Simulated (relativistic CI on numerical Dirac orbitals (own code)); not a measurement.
**Forbidden lines of I XXXIV**

Method of calculation: Dirac-Coulomb-Breit CI, KLI orbitals optimised for each configuration, QED by a radiative potential, unscaled Slater integrals (own radial code, finite nucleus).

Configurations in the expansion (outside the closed core [Ne]): 3s2 3p6 3d2, 3s2 3p5 3d3, 3s 3p6 3d3, 3s2 3p6 3d 4s, 3s2 3p6 3d 4p, 3s2 3p6 3d 4d, 3s2 3p5 3d2 4s, 3s2 3p6 3d 4f, 3s2 3p5 3d2 4p, 3s2 3p5 3d2 4d, 3s 3p6 3d2 4s, 3p6 3d3 4p, 3s2 3p6 4s2, 3s 3p6 3d2 4p, 3s2 3p6 4s 4p, 3s2 3p6 3d 5s, 3s2 3p6 3d 5d, 3s2 3p6 3d 5g, 3p6 3d4, 3p5 3d5, 3p5 3d4 4s, 3p6 3d3 4s, 3p5 3d3 4s2, 3s2 3p6 4p2, 3s2 3p5 4s 4p2, 3s2 3p6 4s 4d, 3s2 3p5 4s2 4d, 3s 3p6 3d 4s2, 3s 3p6 4s2 4p, 3s 3p6 4s2 4d. Double excitations out of closed p, d and f shells are left out; levels of such configurations are missing from the list, as are those of other unlisted configurations, and high levels can miss mixing partners. These lack a partner that the ground configuration has and come out too high: 3s2 3p5 3d2 4p, 3s2 3p5 3d2 4d.

| λ vac (nm) | Lower | Upper | Type | A (s⁻¹) | log gf |
| --- | --- | --- | --- | --- | --- |
| 1.2458 | 3s2 3p6 3d2 3F_4 [5] | 3s2 3p6 3d 4d 3G_5 [305] | E2 | 1.44e+09 | -3.43 |
| 1.4539 | 3s2 3p6 3d2 3F_3 [2] | 3s2 3p6 3d 4s 1D_2 [194] | E2 | 3.63e+08 | -4.24 |
| 1.4552 | 3s2 3p5 3d3 5F°_3 [13] | 3s2 3p5 3d2 4s 5G°_5 [343] | E2 | 1.97e+08 | -4.16 |
| 1.4561 | 3s2 3p6 3d2 3F_3 [2] | 3s2 3p6 3d 4s 3D_3 [193] | E2 | 4.61e+08 | -3.99 |
| 1.4588 | 3s2 3p6 3d2 3F_2 [1] | 3s2 3p6 3d 4s 3D_2 [191] | E2 | 8.67e+08 | -3.86 |
| 1.4595 | 3s2 3p5 3d3 5F°_2 [10] | 3s2 3p5 3d2 4s 5G°_4 [320] | E2 | 3.14e+08 | -4.05 |
| 1.4600 | 3s2 3p6 3d2 3F_2 [1] | 3s2 3p6 3d 4s 3D_1 [190] | E2 | 1.07e+09 | -3.99 |
| 1.4644 | 3s2 3p5 3d3 5G°_5 [19] | 3s2 3p5 3d2 4s 5G°_6 [358] | E2 | 4.80e+08 | -3.70 |
| 1.4648 | 3s2 3p5 3d3 5F°_4 [15] | 3s2 3p5 3d2 4s 5G°_5 [343] | E2 | 4.53e+08 | -3.80 |
| 1.4663 | 3s2 3p6 3d2 3P_2 [4] | 3s2 3p6 3d 4s 1D_2 [194] | E2 | 2.75e+08 | -4.35 |
| 1.4685 | 3s2 3p6 3d2 3P_2 [4] | 3s2 3p6 3d 4s 3D_3 [193] | E2 | 3.46e+08 | -4.11 |
| 1.4689 | 3s2 3p6 3d2 3F_4 [5] | 3s2 3p6 3d 4s 3D_3 [193] | E2 | 1.08e+09 | -3.61 |
| 1.4693 | 3s2 3p5 3d3 5F°_3 [13] | 3s2 3p5 3d2 4s 5G°_4 [320] | E2 | 4.55e+08 | -3.88 |
| 1.4704 | 3s2 3p5 3d3 5G°_6 [22] | 3s2 3p5 3d2 4s 5G°_6 [358] | E2 | 7.73e+08 | -3.49 |
| 1.4728 | 3s2 3p6 3d2 3P_1 [6] | 3s2 3p6 3d 4s 3D_3 [193] | E2 | 2.84e+08 | -4.19 |
| 1.4788 | 3s2 3p5 3d3 5D°_3 [14] | 3s2 3p5 3d2 4s 5G°_4 [320] | E2 | 2.64e+08 | -4.11 |
| 1.4791 | 3s2 3p5 3d3 5G°_6 [22] | 3s2 3p5 3d2 4s 5G°_5 [343] | E2 | 3.51e+08 | -3.90 |
| 1.4814 | 3s2 3p6 3d2 3F_3 [2] | 3s2 3p6 3d 4s 3D_2 [191] | E2 | 7.15e+08 | -3.93 |
| 1.4824 | 3s2 3p6 3d2 3P_0 [3] | 3s2 3p6 3d 4s 3D_2 [191] | E2 | 2.63e+08 | -4.36 |
| 1.4827 | 3s2 3p6 3d2 3F_3 [2] | 3s2 3p6 3d 4s 3D_1 [190] | E2 | 7.20e+08 | -4.15 |
| 1.4875 | 3s2 3p5 3d3 5G°_5 [19] | 3s2 3p5 3d2 4s 5G°_4 [320] | E2 | 3.27e+08 | -4.01 |
| 1.4889 | 3s2 3p6 3d2 1G_4 [7] | 3s2 3p6 3d 4s 1D_2 [194] | E2 | 1.63e+09 | -3.57 |
| 1.4913 | 3s2 3p6 3d2 1G_4 [7] | 3s2 3p6 3d 4s 3D_3 [193] | E2 | 5.77e+08 | -3.87 |
| 1.4936 | 3s2 3p5 3d3 5G°_6 [22] | 3s2 3p5 3d2 4s 5G°_4 [320] | E2 | 6.06e+08 | -3.74 |
| 1.4942 | 3s2 3p6 3d2 3P_2 [4] | 3s2 3p6 3d 4s 3D_2 [191] | E2 | 3.75e+08 | -4.20 |
| 1.4946 | 3s2 3p6 3d2 3F_4 [5] | 3s2 3p6 3d 4s 3D_2 [191] | E2 | 9.86e+08 | -3.78 |
| 1.4948 | 3s2 3p6 3d2 3P_2 [8] | 3s2 3p6 3d 4s 1D_2 [194] | E2 | 1.10e+09 | -3.73 |
| 1.4955 | 3s2 3p6 3d2 3P_2 [4] | 3s2 3p6 3d 4s 3D_1 [190] | E2 | 5.68e+08 | -4.24 |
| 1.4971 | 3s2 3p6 3d2 3P_2 [8] | 3s2 3p6 3d 4s 3D_3 [193] | E2 | 2.56e+08 | -4.22 |
| 1.5000 | 3s2 3p6 3d2 3P_1 [6] | 3s2 3p6 3d 4s 3D_1 [190] | E2 | 6.41e+08 | -4.19 |

Terms are leading LS components. Brackets give the number of a level in order of energy, since labels repeat. The list gives strong lines, with weight on those to low levels, among the lowest 400 of 2053 levels, so that lines to higher ones, which can be the strongest, are missing. Levels whose partners in the same complex of configurations lie outside the list can be far off, and so can their lines. Rates are taken at the computed energies, electric ones in the length gauge.

At this charge energies of transitions that change n are usually good to better than 1 %, and those within a shell (Δn = 0) to a few per cent. Terms inside the open d or f shell come out 10 to 20 % too wide with unscaled integrals.

LS names give the leading component of a level, which can be under half, so a name can repeat, a term be missing and a line seem to break the LS rules.
